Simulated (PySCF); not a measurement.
# Mayer bond orders and bond lengths

H₇NP₂Si.
Atom-mapped SMILES: `[NH2:1][SiH:2]([PH2:3])[PH2:4]` (hydrogens: H5, H6 on N1; H7 on Si2; H8, H9 on P3; H10, H11 on P4)

Cartesian coordinates in Å at the PBE0-D3(BJ)/def2-SVP level; atoms count from 1:
```
atom  x, y, z in Å
N1    -0.508   -1.290    1.030
Si2   -0.236   -0.338   -0.391
P3     2.009   -0.097   -0.534
P4    -1.308    1.649   -0.250
H5    -1.452   -1.417    1.379
H6     0.050   -2.125    1.180
H7    -0.670   -0.937   -1.699
H8     1.933    0.730   -1.696
H9     2.058    1.004    0.376
H10   -2.594    1.057   -0.035
H11   -1.034    1.778    1.147
```

Bond orders from the PBE0/pcSseg-1 density (PySCF). The structure is a single PBE0-D3(BJ)/def2-SVP conformer in the gas phase; no vibrational or solvent corrections.

(1) How far do the computed orders between heavy atoms stray from the drawn ones?

(2) Set the Mayer orders of the bonds beside their lengths.

(3) Sum the orders of all bonds at each heavy atom with more than one neighbour and set the sums beside the valence in the SMILES.

Answers

(1) The largest departure is 0.032, at N1–Si2 (drawn single, 1.032).

(2) 
```csv
bond,drawn as,length (Å),Mayer order
N1–Si2,single,1.732,1.032
Si2–P3,single,2.262,0.974
Si2–P4,single,2.263,0.976
N1–H5,single,1.014,0.944
N1–H6,single,1.015,0.941
Si2–H7,single,1.503,0.868
P3–H8,single,1.428,0.928
P3–H9,single,1.429,0.929
P4–H10,single,1.432,0.922
P4–H11,single,1.429,0.927
```

(3) N1 2.917 (drawn 3), Si2 3.850 (drawn 4), P3 2.831 (drawn 3), P4 2.825 (drawn 3). Orders between atoms that aren't bonded are not in these sums.

For a closed shell the Mayer order of atoms A and B is Σ (PS)μν (PS)νμ over the basis functions μ on A and ν on B, with P the density and S the overlap matrix.

The run behind these numbers computed NMR shieldings as well. Hardware: Arm Neoverse V1, one thread, on a shared host. Cost: 8.8 s.
